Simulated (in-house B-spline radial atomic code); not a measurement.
## Response and correlation of Sr²⁺

Closed shell [Ar] 3d10 4s2 4p6. Computed with a B-spline radial code for spherical atoms: Dirac-Hartree-Fock, relativistic RPA (time-dependent Dirac-Hartree-Fock) for the response and second-order many-body perturbation theory for correlation, no-pair Dirac-Coulomb Hamiltonian, finite nucleus, speed of light scaled by 100 (non-relativistic limit).

Command:
```bash
python run_mb.py task.json out
```
Settings (nuclear radius in fm, box in bohr, cutoff in hartree):
```
basis_form          2
Z                   38
core_configuration  [Ar] 3d10 4s2 4p6
rms_radius          4.224
mass_number         88
speed_of_light      13703.59991
box_radius          18.686
lmax                7
intervals           64
virtual_cutoff      36100.0
```

Time taken, with all properties: 5.9 s on 1 thread of Intel(R) Xeon(R) 6975P-C, with other jobs on the host.

```
multipole (bohr³, bohr⁵, bohr⁷)  uncoupled  coupled RPA
                         dipole     6.2354       5.8844
                     quadrupole     14.695       17.756
                       octupole     89.054            ?
```

What is the coupled octupole polarisability?

118.07 atomic units, +33 % against the uncoupled value.

Which subshells carry the dipole polarisability?

4p3/2 65.7 %, 4p1/2 32.8 %, 4s1/2 1.0 %.

What does the dipole shielding factor come to?

The dipole shielding factor is 0.947, against the exact N/Z = 36/38 = 0.947 of the non-relativistic theorem.

Dipole polarisability at imaginary frequency:

```csv
u (Eh),α(iu) (bohr³)
0,5.884
0.26,5.561
0.779,3.905
1.56,2.024
2.6,1.008
5.2,0.3587
10.4,0.131
26,0.03177
```

What dispersion coefficients follow for two such ions (the dispersion part alone)?

C6 = (3/π)∫α(iu)²du = 29.34 hartree·bohr⁶ and C8 = 498.9 hartree·bohr⁸.

Lowest J = 1 odd-parity excitations:

```json
{"energy (eV)": "21.443", "oscillator strength": "2.85e-11", "leading channel": "4p3/2 → d3/2", "weight": "0.528"}
{"energy (eV)": "23.979", "oscillator strength": "3.83e-10", "leading channel": "4p1/2 → d3/2", "weight": "0.5"}
{"energy (eV)": "24.429", "oscillator strength": "5.77e-09", "leading channel": "4p1/2 → s1/2", "weight": "0.658"}
{"energy (eV)": "24.999", "oscillator strength": "0.688", "leading channel": "4p3/2 → s1/2", "weight": "0.664"}
{"energy (eV)": "28.174", "oscillator strength": "4.05", "leading channel": "4p3/2 → d5/2", "weight": "0.593"}
{"energy (eV)": "33.359", "oscillator strength": "2.5e-10", "leading channel": "4p3/2 → d3/2", "weight": "0.529"}
{"energy (eV)": "33.564", "oscillator strength": "1.65e-08", "leading channel": "4p1/2 → s1/2", "weight": "0.663"}
{"energy (eV)": "33.726", "oscillator strength": "0.161", "leading channel": "4p3/2 → s1/2", "weight": "0.662"}
```

Second-order correlation energy by the highest angular momentum of the excited pair (hartree): s -0.02205, p -0.2097, d -0.6973, f -0.609, g -0.2035, h -0.08636, i -0.03947, k -0.02009.

What is the second-order correlation energy at the partial-wave limit?

The listed waves sum to -1.8876 hartree; extrapolating the increments as (l + 1/2)⁻⁴ gives -1.9286 hartree, -1.46 eV per electron.
